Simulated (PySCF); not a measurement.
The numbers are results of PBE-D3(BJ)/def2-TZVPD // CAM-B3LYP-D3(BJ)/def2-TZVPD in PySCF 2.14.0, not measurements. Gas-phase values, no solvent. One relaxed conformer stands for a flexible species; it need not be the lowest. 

Reference species (SMILES): `[O-][SiH2]F` (charge -1, multiplicity 1).

```
Property     Value
--------  --------
HOMO      -0.18 eV
```

Changed species: `[O-][SiH2]B(O)O` (X = borono, proton removed; the reference has X = fluoro, proton removed).

Task: What does the change do to the HOMO?

Result: the HOMO decreases by 0.25 eV, to -0.43 eV.
